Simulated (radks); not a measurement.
The numbers below are computed, except where a source is named.
The krypton ion Kr4+, 32 electrons, occupied as [Ar] 3d10 4s2 4p2 (the NIST ground configuration). Code: a radial shooting solver on a logarithmic mesh with Libxc functionals. Model: Dirac Kohn-Sham, OLYP, spin-unpolarised, spherical densities, finite nucleus; open shells are shared between the two j in proportion to 2j + 1; Fermi nuclear charge, rms radius 4.1884 fm. Some entries of the table are withheld. Estimate them.

orbital,occ.,eigenvalue (eV),<1/r> (bohr^-1),<r> (bohr)
1s1/2,2,-14210.12,36.76,0.04149
2s1/2,2,-1923.039,8.230,0.1832
2p1/2,2,-1743.849,8.198,0.1573
2p3/2,4,-1690.012,7.913,0.1613
3s1/2,2,-321.4377,2.718,0.5291
3p1/2,2,-258.0445,(1),0.5319
3p3/2,4,-250.0899,(2),0.5422
3d3/2,4,-139.5872,2.298,0.5479
3d5/2,6,-138.2644,2.280,0.5516
4s1/2,2,-72.8185,(3),1.429
4p1/2,0.666667,-57.0341,0.8355,1.584
4p3/2,1.33333,-56.0505,0.8208,1.608

Answer. 
(1) 3p1/2 <1/r> (bohr^-1): 2.605
(2) 3p3/2 <1/r> (bohr^-1): 2.537
(3) 4s1/2 <1/r> (bohr^-1): 0.9371
